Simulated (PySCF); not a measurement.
SMILES C([SiH2]F)(C)C (C₃H₉FSi), singlet, GFN2-xTB optimised geometry.

```
14

C      1.38    -0.48     0.00
C     -0.15    -0.48     0.00
C     -0.68     0.96     0.00
Si    -0.86    -1.48     1.46
F     -2.47    -1.49     1.31
H      1.77    -1.50    -0.05
H      1.76     0.07    -0.86
H      1.76    -0.01     0.90
H     -0.48    -0.95    -0.93
H     -0.34     1.49     0.89
H     -0.32     1.50    -0.87
H     -1.77     0.97    -0.02
H     -0.61    -0.85     2.75
H     -0.48    -2.89     1.40
```

Density from PySCF with PBE0/def2-TZVP at that geometry.

Minimum of the electron density along straight lines between bonded atoms, close to the bond critical point (lines longer than 1.1 times the sum of covalent radii, or with two minima, are not listed):

```tsv
bond	length / Å	ρ at the minimum / e bohr⁻³	∇²ρ there / e bohr⁻⁵	position (fraction from the first atom)
C1–C2	1.528	0.242	-0.58	0.50
C2–C3	1.530	0.241	-0.58	0.50
C2–Si4	1.904	0.122	0.12	0.61
Si4–F5	1.614	0.133	0.95	0.42
C1–H6	1.088	0.279	-0.96	0.64
C1–H7	1.089	0.278	-0.95	0.64
C1–H8	1.088	0.279	-0.95	0.64
C2–H9	1.097	0.273	-0.91	0.64
C3–H10	1.088	0.279	-0.95	0.64
C3–H11	1.090	0.278	-0.95	0.64
C3–H12	1.088	0.280	-0.96	0.64
Si4–H13	1.456	0.129	0.18	0.49
Si4–H14	1.456	0.129	0.18	0.49
```
